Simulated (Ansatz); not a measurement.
Basis-set extrapolation for C₇H₆N₂, SMILES `c1ccc2[nH]ncc2c1` (PBE0-D4/def2-TZVP geometry, frozen core, Ansatz 0.2.0). Multiplicity 1, RHF reference.

```
                      def2-TZVPP   def2-QZVPP
                 HF  -377.584036  -377.599749
    MP2 correlation    -1.495360    -1.592429
CCSD(T) correlation    -1.590244      not run
```

Energies in hartree. Use E(X) = E(∞) + A·exp(−7.88·√X) for Hartree–Fock and E(X) = E(∞) + B·X^(−2.97) for correlation, with X = 3 and 4, and add CCSD(T) minus MP2 of the smaller set to the MP2 limit.

Question: What is the CCSD(T) energy at the basis-set limit?

Answer: HF limit: -377.599749 + (-0.015713) × 0.13774 = -377.60191. MP2 limit: -1.592429 + (-0.097069) × 0.74074 = -1.66433. Higher-order term: -1.590244 − (-1.495360) = -0.09488. Total: -379.36112 hartree, 117.2 kcal/mol below CCSD(T)/def2-TZVPP.
